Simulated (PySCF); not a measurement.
HFSi, triplet, at a GFN2-xTB geometry (the spin is typed, not shown lowest). Base run: DF-R2SCAN/6-31G** (PySCF).

Input for PySCF:
```python
from pyscf import gto, scf, dft

mol = gto.M(
    atom='''
Si   -0.275018   -0.362122    0.390210
H    -0.980901   -1.291621   -0.454986
F     0.536794    0.706814   -0.556439
''',
    basis='6-31g**',
    charge=0,
    spin=2,
    verbose=4,
)

mf = dft.UKS(mol)
mf.xc = 'r2scan'
mf = mf.density_fit(auxbasis='def2-universal-jkfit')
mf.kernel()
```

The base run was repeated with changes; each row names its change, and settings that it needs were set with it.

| change | basis functions | E (Eh) | HOMO (eV) | dipole (D) |
|---|---|---|---|---|
| base | 37 | -389.77736 | -4.47 | 1.53 |
| basis = STO-3G | 15 | -384.94591 | 0.38 | 0.76 |
| basis = LANL2DZ | 19 | -104.21541 | -4.94 | 2.26 |
| basis = pcseg-0 | 24 | -389.14268 | -4.60 | 1.87 |
| basis = 3-21G | 24 | -387.68970 | -4.35 | 1.51 |
| basis = def2-SV(P) | 34 | -389.62431 | -4.57 | 1.56 |
| basis = pcseg-1 | 37 | -389.76392 | -4.69 | 1.82 |
| basis = pc-1 | 37 | [?] | [?] | 1.80 |
| basis = cc-pVDZ | 37 | [?] | [?] | [?] |
| basis = 6-311G** | 50 | -389.83377 | -4.62 | 1.80 |
| basis = aug-cc-pVDZ | 59 | -389.81602 | -4.77 | 1.34 |
| basis = 6-311++G** | 59 | -389.84140 | -4.81 | 1.78 |
| basis = aug-pcseg-1 | 59 | [?] | [?] | [?] |

Q: Complete the blanks.

A: 
- basis = pc-1, E (Eh): -389.77616
- basis = pc-1, HOMO (eV): -4.65
- basis = cc-pVDZ, E (Eh): -389.79930
- basis = cc-pVDZ, HOMO (eV): -4.56
- basis = cc-pVDZ, dipole (D): 1.50
- basis = aug-pcseg-1, E (Eh): -389.77382
- basis = aug-pcseg-1, HOMO (eV): -4.80
- basis = aug-pcseg-1, dipole (D): 1.38

Totals compare only among sets that treat the same electrons; sets with core potentials leave the core out.

Open shells are given as the SCF converged; they aren't shown to be the lowest states, and a large step between rows can be another state.
